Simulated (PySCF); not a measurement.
rhenium atom (Re), sextet (core potentials on Re); BLYP/def2-TZVP run with PySCF.

Here is a job for PySCF.
```python
from pyscf import gto, scf, dft

mol = gto.Mole()
mol.atom = '''
    Re    0.00000000    0.00000000    0.00000000
'''
mol.basis = 'def2-tzvp'
mol.ecp = {'Re': 'def2-tzvp'}
mol.spin = 5
mol.verbose = 4
mol.build()

mf = dft.UKS(mol)
mf.xc = 'blyp'
mf.diis_space = 20
mf.kernel()
```

Task: Write the output that PySCF gives for this input, abridged.

Result: 
```
PySCF version 2.14.0

[INPUT] verbose = 4
[INPUT] num. atoms = 1
[INPUT] num. electrons = 15
[INPUT] charge = 0
[INPUT] spin (= nelec alpha-beta = 2S) = 5
[INPUT] symmetry False subgroup None
[INPUT] Mole.unit = angstrom
[INPUT] Symbol           X                Y                Z      unit          X                Y                Z       unit  Magmom
[INPUT]  1 Re     0.000000000000   0.000000000000   0.000000000000 AA    0.000000000000   0.000000000000   0.000000000000 Bohr   0.0

nuclear repulsion = 0
number of shells = 14
number of NR pGTOs = 66
number of NR cGTOs = 40
basis = def2-tzvp
ecp = {'Re': 'def2-tzvp'}

******** <class 'pyscf.dft.uks.UKS'> ********
method = UKS
initial guess = minao
damping factor = 0
level_shift factor = 0
DIIS = <class 'pyscf.scf.diis.CDIIS'>
diis_start_cycle = 1
diis_space = 20
diis_damp = 0
SCF conv_tol = 1e-09
SCF conv_tol_grad = None
SCF max_cycles = 50
direct_scf = True
direct_scf_tol = 1e-13
number electrons alpha = 10  beta = 5
XC library pyscf.dft.libxc version 7.1.2
    S. Lehtola, C. Steigemann, M. J. T. Oliveira, and M. A. L. Marques,  SoftwareX 7, 1–5 (2018)
XC functionals = blyp
    A. D. Becke,  Phys. Rev. A 38, 3098 (1988)
    C. Lee, W. Yang, and R. G. Parr,  Phys. Rev. B 37, 785 (1988)
    B. Miehlich, A. Savin, H. Stoll, and H. Preuss,  Chem. Phys. Lett. 157, 200 (1989)
radial grids:
    Treutler-Ahlrichs [JCP 102, 346 (1995); DOI:10.1063/1.469408] (M4) radial grids

becke partition: Becke, JCP 88, 2547 (1988); DOI:10.1063/1.454033
pruning grids: <function nwchem_prune>
grids dens level: 3
symmetrized grids: False
atomic radii adjust function: <function treutler_atomic_radii_adjust>
small_rho_cutoff = 0
Set gradient conv threshold to 3.16228e-05
tot grids = 24312
init E= -61.0243548051342

cycle= 1 E= -78.1476988328115  delta_E= -17.1  |g|= 0.161  |ddm|= 4.69
cycle= 2 E= -78.1540741839154  delta_E= -0.00638  |g|= 0.0919  |ddm|= 0.568
cycle= 3 E= -78.1572712272302  delta_E= -0.0032  |g|= 0.0298  |ddm|= 0.208
cycle= 4 E= -78.1577772243804  delta_E= -0.000506  |g|= 0.00319  |ddm|= 0.077
cycle= 5 E= -78.1577843035105  delta_E= -7.08e-06  |g|= 3.75e-05  |ddm|= 0.0103
cycle= 6 E= -78.1577843051667  delta_E= -1.66e-09  |g|= 9.68e-07  |ddm|= 0.000201
cycle= 7 E= -78.1577843051676  delta_E= -9.09e-13  |g|= 3.77e-08  |ddm|= 5.04e-06
Extra cycle  E= -78.1577843051676  delta_E= 2.84e-14  |g|= 3.36e-08  |ddm|= 1.3e-07
converged SCF energy = -78.1577843051676  <S^2> = 8.7594889  2S+1 = 6.0031621
```
